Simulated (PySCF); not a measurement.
A calculated (PBE, PySCF 2.14, x2c-TZVPall, scalar relativity by spin-free X2C-1e) atom or ion has these occupied shells.

| shell | electrons | orbital energy (eV) | rms radius, mean of both spins (bohr) |
| --- | --- | --- | --- |
| 1s | 2 | -193.44 | 0.383 |
| 2s | 2 | -19.500 | 1.94 |

Q: Name the element and its charge.

A: B⁺ (boron, charge +1), in [He] 2s2, closed-shell 1S.
